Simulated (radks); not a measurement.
The numbers below are computed, except where a source is named.
Valence configurations of Tm (all share [Xe]). Code: a radial shooting solver on a logarithmic mesh with Libxc functionals. Model: scalar-relativistic Kohn-Sham, BLYP, spin-polarised, spherical densities, finite nucleus; open shells are filled with parallel spins first (spin-orbit coupling, left out, can overturn this in heavy ions); Fermi nuclear charge, rms radius 5.2256 fm. Energies are relative to 4f13 6s2; eigenvalues in eV for spin up.

valence               E (eV)  moment (Bohr magnetons)    e(4f)   e(5d)   e(6p)   e(6s)
4f13 6s2               0.000                        1   -3.248       -       -  -3.776
4f13 6s1.5 6p0.5       1.335                        2   -4.010       -  -1.447  -4.403
4f12.5 5d0.5 6s2       1.454                        2   -6.573  -1.397       -  -4.200
4f12.5 6s2 6p0.5       1.677                        2   -8.006       -  -1.591  -4.841
4f12.5 5d1 6s1.5       2.700                        3   -6.038  -1.281       -  -4.217
4f12 5d1 6s2           4.036                        3  -10.008  -2.041       -  -4.498
4f12 6s2 6p1           5.355                        3  -13.212       -  -2.137  -5.848
4f11.5 5d1 6s2 6p0.5   8.634                        4  -15.237  -3.724  -1.776  -5.437
4f10.5 6s2 6p2.5      30.174                        6  -30.734       -  -3.655  -8.653

NIST lists [Xe] 4f13 6s2 as the ground configuration; this level of theory agrees among the configurations tried. The energies are those of spherical high-spin densities, not of single terms. No valid solution was reached for [Xe] 4f14 6s1.
